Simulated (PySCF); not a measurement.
# Two-component Hartree-Fock for Tb²⁴⁺ (terbium, charge +24)

Start: [Kr] 4d5; 4d3/2 filled at m_j = -3/2, -1/2, +1/2, +3/2; 4d5/2 filled at m_j = +5/2. Calculated with PySCF 2.14 in an uncontracted even-tempered set (17 s from 1.8 bohr⁻², ratio 2.8; 14 p from 2.3 bohr⁻², ratio 2.8; 9 d from 2.3 bohr⁻², ratio 2.8; 4 f from 10 bohr⁻², ratio 3): generalised Hartree-Fock with the X2C-1e Hamiltonian and a Gaussian nucleus; spin-orbit coupling (SO) screened by Boettger's factors.

```
spinor shell  electrons  ε, screened SO (eV)  weight of nominal j (screened SO)  rms radius, screened SO (bohr)
       1s1/2          2             -52998.7                              1.000                          0.0245
       2s1/2          2              -9536.6                              1.000                          0.0990
       2p1/2          2              -9084.4                              1.000                          0.0847
       2p3/2          4              -8331.0                              1.000                          0.0912
       3s1/2          2              -2737.3                              1.000                           0.255
       3p1/2          2              -2541.8                              1.000                           0.245
       3p3/2          4              -2380.8                              1.000                           0.258
       3d3/2          4              -2049.7                              0.994                           0.230
       3d5/2          6              -2011.7                              0.996                           0.234
       4s1/2          2              -1083.0                              1.000                           0.539
       4p1/2          2              -1004.6                              0.965                           0.546
       4p3/2          4              -950.98                              0.983                           0.569
       4d3/2          4              -826.06                              0.838                           0.574
       4d5/2          1              -819.13                              1.000                           0.580
```

| quantity | screened SO |
| --- | --- |
| E (hartree) | -11454.39446 |
| M_J | 5/2 |
| ⟨J²⟩ | 8.766 |
| ⟨L²⟩ | 1.674 |
| ⟨S²⟩ | 6.097 |

Each row is a mean over spinors that exchange with the open shell spreads, by up to 23.189 eV (4p3/2).

Rows whose weight is well below 1 are mixtures of j = l ± 1/2: exchange outweighs spin-orbit coupling there, and the label is only the starting occupation.

Breit and QED terms are absent; they matter most for the inner s and p1/2 levels.

Densities and radii are taken from the X2C orbitals without a picture-change correction, which distorts them close to the nucleus.
